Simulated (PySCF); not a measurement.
AlBr3, SMILES [Br][Al]([Br])[Br].

The structure is a stationary point at PBE-D3(BJ)/def2-SVP. The isomer is the one that the SMILES or the coordinates give; other isomers of the formula were not compared.

Calculation: PBE-D3(BJ)/def2-SVP run with PySCF 2.14.0.

Frequencies are harmonic and unscaled.

Modes within 1.5 cm⁻¹ of each other (mostly degenerate sets) share a row, with their intensities summed.

Task: List the normal modes with their intensities. (Estimate from the structure and the level; the computed values follow.)

Result: 
| mode | ν (cm⁻¹) | IR (km/mol) | moving atoms (share of kinetic energy) |
|---|---|---|---|
| 1–2 | 89 | 3.7 | Br 93 % |
| 3 | 165 | 15.2 | Al 90 %, Br 10 % |
| 4 | 225 | 0.0 | Br 100 % |
| 5–6 | 502 | 262.7 | Al 83 %, Br 17 % |
